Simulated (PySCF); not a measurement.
A geometry optimisation on `C[CH2][AlH2-][AsH3+]`.

Computed with PBE0-D3(BJ)/def2-SVP geometry optimisation, gas phase (PySCF 2.14.0). Start geometry: GFN2-xTB. The command runs a driver script over a list of jobs; the input below is this job's line of settings and its coordinates in Å.

Command:
```bash
OMP_NUM_THREADS=1 python probes_run.py task.json out
```

Input:
```
{"job": {"xc": "PBE0", "basis": "def2-SVP", "d3": "d3bj", "grid": 1, "shake": 0.01, "kind": "geom"}, "charge": 0, "multiplicity": 1}
C     -1.562290    -0.139520    -0.953130
C     -1.481210    -0.092140     0.576670
Al     0.094630     1.091160     0.882290
As     1.954800    -0.714870     0.085840
H     -2.348700    -0.813840    -1.321280
H     -1.822560     0.885770    -1.339420
H     -0.608440    -0.412810    -1.396820
H     -1.297870    -1.115140     0.929440
H     -2.450610     0.211710     1.010570
H      0.506830     2.083160    -0.249570
H      0.849230     1.360850     2.249390
H      2.566370     0.106860    -0.964460
H      3.070160    -0.506700     0.964000
H      2.522520    -1.959550    -0.481280
```

Q: What does the run print?

A: 
```
step   0  E = -2559.59356950  max force = 0.026469
step   1  E = -2559.60349946  max force = 0.008933
step   2  E = -2559.60662228  max force = 0.009659
step   3  E = -2559.61037567  max force = 0.007679
step   4  E = -2559.61119612  max force = 0.004316
step   5  E = -2559.61197968  max force = 0.002337
step   6  E = -2559.61226916  max force = 0.002897
step   7  E = -2559.61245388  max force = 0.001895
step   8  E = -2559.61250617  max force = 0.001566
step   9  E = -2559.61255002  max force = 0.000754
step  10  E = -2559.61256803  max force = 0.000690
step  11  E = -2559.61257805  max force = 0.000416
optimisation converged
```

Energies in Eh; «max force» is the largest Cartesian gradient component in Eh/bohr.

Q: Give the first gradient maximum in eV/Å.

A: With 1 Eh/bohr = 51.422 eV/Å, 1.361 eV/Å.

Main results: final energy -2559.61258 Eh after 11 steps; dipole 3.67 D.

Q: Where do the atoms end?

A: 0.354 Å rms from the input after alignment:
```
atom  x, y, z in Å
C1    -1.5922   -0.2298   -0.9967
C2    -1.3609   -0.0023    0.4959
Al3    0.1758    1.1666    0.9522
As4    2.1024   -0.4472    0.0286
H5    -2.4724   -0.8620   -1.2057
H6    -1.7404    0.7207   -1.5348
H7    -0.7318   -0.7271   -1.4798
H8    -1.2571   -0.9683    1.0243
H9    -2.2602    0.4617    0.9448
H10    0.5094    2.4018   -0.0161
H11    0.7061    1.2273    2.4638
H12    2.9988   -0.0261   -1.1129
H13    3.1963   -0.9292    0.9530
H14    1.7191   -1.8010   -0.5241
```

Time: 87 s; peak memory 0.54 GiB. Hardware: one thread, Arm Neoverse V1 (aarch64) (shared host).
Labels such as C1 count atoms from 1, the log's own numbers from 0.
